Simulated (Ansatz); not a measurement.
Breaking a bond: GeBe, lowest singlet found (which spin is the ground state isn't settled by this scan).

- RHF/aug-cc-pVDZ (Ansatz, a quantum-chemistry and plane-wave program)
- RMP2 = MP2 on RHF/aug-cc-pVDZ, cores with 3d frozen in Ansatz
- RCCSD = CCSD on RHF/aug-cc-pVDZ, cores with 3d frozen run with Ansatz
- RCCSD(T) = Ansatz with CCSD(T) on RHF/aug-cc-pVDZ, cores with 3d frozen
- RKS-PBE0 = restricted PBE0/aug-cc-pVDZ (Ansatz)
- RKS-BLYP = Ansatz with restricted BLYP/aug-cc-pVDZ
- RKS-PBE = restricted PBE/aug-cc-pVDZ run with Ansatz
- FCI = Ansatz with full CI/aug-cc-pVDZ, cores with 3d frozen

All curves are set to zero at 2.20 Å and compared with full CI in the same basis at 2.20, 2.27, 2.33, 2.46, 2.55 Å.

Order the methods by the spread of their error (largest minus smallest) over these points.

RCCSD(T) has the smallest spread and RMP2 the largest. In order (kcal/mol): RCCSD(T) 0.06, RCCSD 0.36, RKS-BLYP 0.97, RHF 1.35, RKS-PBE 1.90, RKS-PBE0 2.46, RMP2 2.92.

Errors against full CI at some of the points (kcal/mol):

```csv
method,2.55 Å
RCCSD(T),0.1
RCCSD,-0.4
RKS-BLYP,1.0
RHF,-1.2
RKS-PBE,1.9
RKS-PBE0,2.5
RMP2,2.9
```

The scan ran from 1.55 to 7.36 Å; beyond the distances shown full CI changes its symmetry label. The restricted form behind RHF, RMP2, RKS-PBE0, RKS-BLYP, RKS-PBE keeps the bonding electrons paired and can't separate into open-shell fragments. The T1 diagnostic of CCSD on the restricted reference of RMP2, RCCSD, RCCSD(T) exceeds 0.045 at 1.55 to 1.69, 2.55 Å. Also computed but left out beside FCI, since their determinant holds another spin at the minimum (<S²> over 0.7 above the pure value): UHF, UMP2, UCCSD, UCCSD(T), UKS-PBE0, UKS-BLYP, UKS-PBE, UKS-B3LYP/6-31G*, UHF/6-31G*, UHF/3-21G, UKS-LDA (SVWN5)/6-31G*.
